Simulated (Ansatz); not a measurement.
One change: `O[SiH]([SiH3])CCl` becomes `O[SiH]([SiH3])[AlH][Cl]`.

Ansatz, PBE0-D4/def2-TZVP geometries, multiplicity 1. Each molecule was computed in one conformer, which needn't be the lowest.

```tsv
property	`O[SiH]([SiH3])CCl`
LUMO energy (B3LYP/def2-TZVPP) / eV	-0.72
size of the dipole moment (ωB97M-V/def2-TZVPP) / D	0.84
HOMO energy (PBE/def2-TZVPP) / eV	-6.68
HOMO–LUMO gap (B3LYP/def2-TZVPP) / eV	6.98
HOMO energy (ωB97M-V/def2-TZVPP) / eV	-10.01
HOMO–LUMO gap (PBE0/def2-TZVPP) / eV	7.39
```

Question: What does the change do to each property? (An estimate is asked.)

Answer: Computed: 
| property | `O[SiH]([SiH3])[AlH][Cl]` | shift |
| --- | --- | --- |
| LUMO energy (B3LYP/def2-TZVPP) / eV | -2.26 | -1.54 |
| size of the dipole moment (ωB97M-V/def2-TZVPP) / D | 0.99 | 0.15 |
| HOMO energy (PBE/def2-TZVPP) / eV | -6.33 | 0.35 |
| HOMO–LUMO gap (B3LYP/def2-TZVPP) / eV | 4.96 | -2.02 |
| HOMO energy (ωB97M-V/def2-TZVPP) / eV | -9.34 | 0.67 |
| HOMO–LUMO gap (PBE0/def2-TZVPP) / eV | 5.31 | -2.08 |

With PBE0 the HOMO rises by 0.51 eV and the LUMO falls by 1.57 eV, so the gap narrows by about 2.08 eV. PBE moves the HOMO by 0.35 eV and ωB97M-V by 0.67 eV. Dipoles are sizes alone; their direction can turn.

B3LYP here is the variant with VWN-RPA as its local correlation; programs differ in this.
